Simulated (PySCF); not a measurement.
A PySCF script (with the pyscf-properties extension) for the NMR shieldings of `c1c(C)sc2c1scc2`, C$_{7}$H$_{6}$S$_{2}$, on a GFN2-xTB geometry:

```python
import basis_set_exchange as bse
import numpy as np
from pyscf import gto, dft
from pyscf.prop import nmr

atoms = """
C     2.892664   -0.001206    0.329044
C     1.417195   -0.000808    0.150782
C     0.705385   -0.143930   -0.997914
C    -0.685293   -0.090561   -0.764367
S    -2.098524   -0.203003   -1.751461
C    -3.106910    0.000657   -0.356566
C    -2.414175    0.147271    0.800724
C    -1.024937    0.094331    0.567534
S     0.389994    0.204607    1.554517
H     3.386147   -0.138014   -0.629881
H     3.224641    0.940146    0.766446
H     3.196502   -0.803916    1.000730
H     1.149010   -0.280183   -1.966927
H    -4.170259   -0.002832   -0.489858
H    -2.865854    0.285432    1.765285
"""
names = dict.fromkeys(["C", "S", "H"], "pcSseg-1")
basis = {el: gto.basis.parse(bse.get_basis(n, elements=[el], fmt="nwchem")) for el, n in names.items()}
mol = gto.M(atom=atoms, basis=basis, charge=0, verbose=0)
mf = dft.RKS(mol, xc="PBE0")
mf.grids.level = 2
mf.grids.alignment = dft.numint.BLKSIZE   # the property module wants whole blocks of grid points
mf.conv_tol = 1e-9
mf.kernel()

calc = nmr.RKS(mf)   # GIAO
C = mf.mo_coeff
Co = C[:, mf.mo_occ > 0]
resp = mf.gen_response(singlet=True, hermi=2)
def vind(x):   # induced exchange potential for any number of trial vectors
    d = np.einsum("pi,xij,qj->xpq", C, 2 * x.reshape(-1, C.shape[1], Co.shape[1]), Co, optimize=True)
    return np.einsum("xpq,pi,qj->xij", resp(d - d.transpose(0, 2, 1)), C, Co, optimize=True).ravel()
mo1, _ = nmr.rhf.solve_mo1(calc, with_cphf=vind)
sigma = calc.kernel(mo1)
for i, s in enumerate(sigma):   # ppm
    print("%2d %-2s %9.2f" % (i, mol.atom_pure_symbol(i), np.trace(s) / 3))
```

Problem. Give the expected output.

Solution. 
```
 0 C     167.25
 1 C      33.71
 2 C      65.26
 3 C      40.99
 4 S     325.54
 5 C      53.85
 6 C      63.18
 7 C      41.02
 8 S     315.88
 9 H      29.14
10 H      28.91
11 H      28.91
12 H      24.69
13 H      24.61
14 H      24.45
```

These numbers come from an equivalent density-fitted implementation of the same equations, which agrees with the script to about 0.01 ppm for H and up to a few tenths of a ppm for heavy atoms, so last digits may differ.

Problem. Turn these shieldings into chemical shifts. Chemical shifts δ = σref − σ; 13C (186.93 ppm), 1H (31.72 ppm) vs TMS; 33S (503.73 ppm) vs CS2, all at this level.

Solution. Averaging equivalent atoms: C 1: 153.2; C 3: 145.9; C 7: 145.9; C 5: 133.1; C 6: 123.7; C 2: 121.7; C 0: 19.7; S 8: 188; S 4: 178; H 14: 7.26; H 13: 7.11; H 12: 7.03; H 9/10/11: 2.73 ppm. 

Size and cost of the density-fitted run: 197 basis functions, 33 s wall time on 1 thread of an Arm Neoverse V1, shared host.
